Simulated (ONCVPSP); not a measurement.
Cutoff test, V (Z = 23), ONCV

- Element: V (Z = 23)
- Generator: ONCVPSP 4.0.1
- Type: optimised norm-conserving Vanderbilt (ONCV)
- Functional: PW91
- Relativity: fully relativistic
- Frozen core: [Ar]
- Valence charge: 5
- Reference configuration: 3d3 4s2
- Partial waves: 4s: rc 2.70 bohr, ncon 5, nbas 9, qcut 2.3 1/bohr, 3 projectors, debl 2.5 Ha; p scattering state at 0.19 Ha: rc 2.35 bohr, ncon 4, nbas 7, qcut 3.8 1/bohr, 2 projectors, debl 0.8 Ha; 3d: rc 1.30 bohr, ncon 3, nbas 8, qcut 9.6 1/bohr, 2 projectors, debl 2.5 Ha
- Local potential: polynomial inside 1.30 bohr (lpopt 4, dvloc0 3 Ha)
- Core correction: Teter function, fcfact 4, rcfact 1.2

Open shells are filled in proportion to 2j + 1.

Q: For each optimised wave give the share of its norm inside rc, the residual kinetic energy above qcut (Ha) and the cutoffs (Ha) for errors of 10, 1, 0.1 and 0.01 mHa per electron.

A:

| wave | norm inside rc | residual KE | 10 mHa | 1 mHa | 0.1 mHa | 0.01 mHa |
| --- | --- | --- | --- | --- | --- | --- |
| 4s | 0.340 | 1.9e-03 | 1.6 | 3.1 | 19.8 | 28.6 |
| s projector 2 | 0.133 | 2.4e-01 | 7.8 | 28.9 | 37.1 | 41.5 |
| s projector 3 | 0.133 | 9.2e-01 | 16.4 | 45.3 | 51.8 | 56.5 |
| p projector 1 j=3/2 | 0.078 | 1.7e-04 | 0.8 | 2.4 | 12.6 | 25.9 |
| p projector 2 j=3/2 | 0.135 | 5.5e-03 | 6.0 | 15.9 | 34.5 | 40.2 |
| p projector 1 j=1/2 | 0.108 | 3.8e-04 | 0.7 | 4.9 | 21.3 | 27.3 |
| p projector 2 j=1/2 | 0.135 | 8.6e-03 | 6.9 | 20.1 | 35.6 | 45.1 |
| 3d j=5/2 | 0.535 | 9.7e-05 | 33.1 | 40.0 | 47.0 | 162.6 |
| d projector 2 j=5/2 | 0.085 | 3.2e-04 | 34.9 | 42.7 | 63.6 | 180.4 |
| 3d j=3/2 | 0.538 | 9.9e-05 | 33.2 | 40.0 | 47.1 | 163.5 |
| d projector 2 j=3/2 | 0.085 | 3.2e-04 | 34.9 | 42.8 | 63.8 | 180.9 |

The occupied waves need 40 Ha and 47 Ha for 1 and 0.1 mHa. Note: ghosts flagged at negative energy: p3/2 at -28.0 eV, p1/2 at -30.0 eV; GHOST(+) flagged for s at 165.5 eV. A true bound ghost makes a file unfit for plane-wave use.
